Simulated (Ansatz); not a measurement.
Compare A (`C[SiH2]/C=C/[SiH3]`) with its isomer B (`C=C(C)[SiH2][SiH3]`).

Computed with Ansatz on PBE0-D4/def2-TZVP structures; ΔE is electronic, products minus reactants. CBS: MP2 limit from def2 TZ/QZ plus the TZ coupled-cluster correction, frozen cores. DFT in def2-TZVPP. B3LYP here is the variant with VWN-RPA as its local correlation; programs differ in this. Each species was taken in one conformer, which may not be the lowest.

A:

```xyz
15

C    -1.098    1.364   -2.158
Si   -1.181   -0.228   -1.178
C    -0.265   -0.077    0.441
C     0.796   -0.823    0.768
Si    1.718   -0.660    2.379
H    -0.062    1.622   -2.390
H    -1.537    2.191   -1.595
H    -1.645    1.269   -3.099
H    -2.609   -0.562   -0.909
H    -0.566   -1.350   -1.940
H    -0.608    0.669    1.161
H     1.141   -1.571    0.052
H     1.695   -1.942    3.135
H     1.078    0.407    3.194
H     3.144   -0.307    2.138
```

B:

```xyz
15

C     0.5767   -1.3152    1.6396
C     0.2398   -0.9192    0.4131
C    -0.7975   -1.6375   -0.3966
Si    1.0557    0.5944   -0.3271
Si   -0.5068    2.3149   -0.6281
H     0.1086   -2.1806    2.1052
H     1.3293   -0.7990    2.2267
H    -1.2034   -2.4961    0.1440
H    -0.3794   -1.9948   -1.3429
H    -1.6286   -0.9740   -0.6564
H     1.6375    0.2617   -1.6599
H     2.1490    1.0587    0.5702
H    -1.0683    2.7424    0.6822
H    -1.6319    1.8490   -1.4860
H     0.1194    3.4954   -1.2840
```

Which isomer does CCSD(T)/CBS put lower? Give the gap. (Best estimate.)

Ansatz gave: A, by 30.9 kJ/mol.

Give E(B) − E(A) in kJ/mol with PBE-D4, B3LYP-D4, CCSD(T)/def2-SVP, CCSD/def2-TZVPP, HF/def2-TZVPP, MP2/def2-TZVPP, B2PLYP. (Best estimate.)

Computed: PBE-D4 16.4, B3LYP-D4 27.6, CCSD(T)/def2-SVP 17.7, CCSD/def2-TZVPP 31.0, HF/def2-TZVPP 39.7, MP2/def2-TZVPP 35.0, B2PLYP 33.5. None reverses the order clearly.

Does the order hold for the free energy at 298.15 K (harmonic terms from PBE0-D4)? (Best estimate.)

Ansatz gave: Yes: G(B) − G(A) = +33.1 kJ/mol, for one conformer each. Modes under 60 cm⁻¹, often nearly free rotors, make the harmonic entropy too high.

Largest T1 diagnostic: 0.012.

From PBE to PBE0 (25 % exact exchange), in def2-TZVPP and without D4, E(B) − E(A) moves by +3.0 kJ/mol. At CCSD(T), def2-SVP lies −13.1 kJ/mol from the extrapolated value and def2-TZVPP −1.3 kJ/mol.
